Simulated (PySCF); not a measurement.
A structure optimised at PBE-D3(BJ)/def2-SVP, used in a PySCF frequency run:

```
C
H 1 1.1083
H 1 1.1123 2 107.48
C 1 1.5042 2 111.18 3 121.40
C 4 1.3436 1 124.68 2 0.79
H 5 1.1010 4 121.47 1 -179.80
H 5 1.1032 6 117.04 4 -179.38
H 4 1.1042 5 119.67 6 0.76
C 1 1.5241 2 108.49 3 -114.98
F 9 1.3701 1 110.11 2 177.24
H 9 1.1101 10 108.37 1 -123.51
Cl 9 1.8086 11 106.06 10 116.98
```
Charge 0, spin multiplicity 1.

### Question
Write its SMILES and formula.

### Answer
C=CC[C@H](F)Cl, C4H6ClF

### Question
What are its rotational constants (standard atomic weights)?

### Answer
6.3061, 1.3935, 1.1982 GHz
